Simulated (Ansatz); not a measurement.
Two isomers of C2H8O2Si: A = `CC(O)O[SiH3]`, B = `COC[SiH2]O`.

Isolated molecules relaxed with PBE0-D4/def2-TZVP in Ansatz; ΔE leaves out vibrations. CCSD(T)/CBS is the MP2 limit (def2-TZVPP, def2-QZVPP) plus CCSD(T) − MP2 in def2-TZVPP, frozen cores. DFT in def2-TZVPP. B3LYP here is the variant with VWN-RPA as its local correlation; programs differ in this. One conformer a species, not always the lowest.

Problem. Which isomer does CCSD(T)/CBS put lower? Give the gap. (Best estimate.)

Solution. Ansatz gave: A, by 6.0 kcal/mol.

Problem. Give E(B) − E(A) in kcal/mol with MP2/def2-TZVPP, PBE-D4, CCSD/def2-TZVPP, B3LYP, r2SCAN-D4, PBE0-D4, B2PLYP. (Estimate.)

Solution. Ansatz gave: MP2/def2-TZVPP 6.3, PBE-D4 4.8, CCSD/def2-TZVPP 6.6, B3LYP 5.6, r2SCAN-D4 5.9, PBE0-D4 5.7, B2PLYP 5.9. None reverses the order clearly.

Largest T1 diagnostic: 0.011.

From PBE to PBE0 (25 % exact exchange), in def2-TZVPP and without D4, E(B) − E(A) moves by +0.9 kcal/mol. In def2-TZVPP, CCSD(T) changes the Hartree–Fock value by −2.3 kcal/mol (the triples alone add −0.2 kcal/mol) and MP2 by −2.3 kcal/mol.
